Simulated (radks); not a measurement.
Results of a calculation; reference values are marked as such.
The rhodium ion Rh2+ inside a hard spherical wall (all orbitals vanish at R), configuration held at [Kr] 4d7 and not refilled when levels cross. Code: a radial shooting solver on a logarithmic mesh with Libxc functionals. Model: scalar-relativistic Kohn-Sham, PBE, spin-polarised, spherical densities, point nucleus; open shells are filled with parallel spins first (spin-orbit coupling, left out, can overturn this in heavy ions). Eigenvalues in eV for spin up, with the zero of energy where the potential of the charges vanishes at infinity; a dash marks a level that is unbound or too diffuse for the functional's potential to be trusted. A positive occupied level is held by the wall or, in an anion where self-interaction has pushed it up, behind a barrier. The pressure on the wall is -dE/dV.

\begin{tabular}{lrrrrrrrrr}
R (bohr) & E (hartree) & kinetic (hartree) & e(3d) & e(4s) & e(4p) & e(4d) & e(5s, empty) & e(5p, empty) & pressure (GPa) \\ \hline
free & -4783.18528 & 4953.851 & -321.85 & -104.34 & -72.187 & -26.682 & -20.140 & -14.109 & 0 \\
20 & -4783.18528 & 4953.851 & -321.85 & -104.34 & -72.187 & -26.682 & -20.140 & -14.109 & < 0.0001 \\
15 & -4783.18528 & 4953.851 & -321.85 & -104.34 & -72.187 & -26.682 & -20.140 & -14.109 & < 0.0001 \\
12 & -4783.18528 & 4953.851 & -321.85 & -104.34 & -72.187 & -26.682 & -20.140 & -14.109 & < 0.0001 \\
6 & -4783.18476 & 4953.858 & -321.81 & -104.32 & -72.158 & -26.656 & -20.018 & -13.662 & 0.0787 \\
3 & -4782.74055 & 4956.457 & -314.67 & -98.653 & -66.742 & -20.731 & -2.695 & 10.819 & 268 \\
2.5 & -4781.70237 & 4961.647 & -305.13 & -91.832 & -59.942 & -12.382 & 21.269 & 39.640 & 1400 \\
\end{tabular}
